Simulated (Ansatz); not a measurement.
Input for Ansatz (an electronic-structure program): R-CCSD(T)/cc-pVTZ on H2 (SMILES [H][H]).

Ansatz 0.2 input:
```yaml
crystal:
  periodic: [false, false, false]
  atoms:
    - {symbol: H, position_ang: [0.00000000, 0.00000000, 0.37198582]}
    - {symbol: H, position_ang: [-0.00000000, -0.00000000, -0.37198582]}
basis:
  gaussian:
    orbitals: cc-pVTZ
magnetization: {spin_polarized: false}
correlation: {method: ccsd_t, electrons: outside_noble_gas}
scf: {lower_state_search: off}
```

Question: Give the final energy of this run.

Answer: -1.1723 hartree (reference determinant -1.1329, T1 diagnostic 0.006).
